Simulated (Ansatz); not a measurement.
Geometry optimisation, RKS B3LYP-D4/def2-SVP (Ansatz 0.2.0).

The input (input.yaml):

```yaml
crystal:
  periodic: [false, false, false]
  atoms:
    - { symbol: Ge, position_ang: [-0.4587, 0.1802, -0.8227] }
    - { symbol: F, position_ang: [-0.2959, -1.5859, 0.3259] }
    - { symbol: H, position_ang: [-0.439, 1.6544, -1.2915] }
    - { symbol: H, position_ang: [-1.8933, -0.2554, -0.8297] }
    - { symbol: H, position_ang: [0.5628, -0.549, -1.6458] }
    - { symbol: H, position_ang: [0.0953, -1.0121, 1.3018] }
    - { symbol: Se, position_ang: [0.5365, 0.886, 1.7019] }
    - { symbol: H, position_ang: [1.8923, 0.6818, 1.2601] }
basis:
  gaussian: { orbitals: def2-SVP }
hamiltonian:
  xc: b3lyp
  dispersion: d4
relax:
  f_tol: 0.15
  max_steps: 25
  restrain:
    - { distance: [0, 6], at: 3.7, k: 30.0 }
    - { distance: [5, 1], at: 2.18, k: 30.0 }
    - { distance: [0, 1], at: 1.77, k: 30.0 }
    - { distance: [5, 6], at: 1.51, k: 30.0 }
output:
  orbitals: {}
```

Launched with:

```bash
$ ansatz run input.yaml --threads 2 --pin off --max-ram 3072MiB --backend cpu --events-out ev --progress --plain --runs-dir out
```

Question: Where does it end, and by what steps?

Answer: The run converged. The restraints hold the end off the free minimum. After 8 steps the energy has fallen by 1.328 eV (the restraints' own energy left out); H6 moved furthest, 0.87 Å. Joined: H6–Se7 (1.99 → 1.49 Å).

```csv
step,energy less start (eV),largest force component (eV/Å),accepted
0,0.0000,2.818,yes
1,0.6088,1.853,yes
2,0.5809,2.337,yes
3,0.3114,1.924,yes
4,-0.4021,0.934,yes
5,-0.9346,0.589,yes
6,-1.2339,0.490,yes
7,-1.3208,0.545,yes
8,-1.3281,0.438,yes
```

```xyz
8
Properties=species:S:1:pos:R:3
Ge -0.613 -0.155 -1.139
F -0.344 -1.386 0.098
H -0.245 1.218 -0.583
H -2.106 -0.276 -1.494
H 0.294 -0.583 -2.308
H 0.348 -0.499 1.964
Se 0.731 0.933 2.148
H 1.934 0.747 1.315
```

Time of the run: 18 s on 2 threads of AMD EPYC 9R14 (Zen 4), with other jobs on the host, peak memory 0.27 GiB.
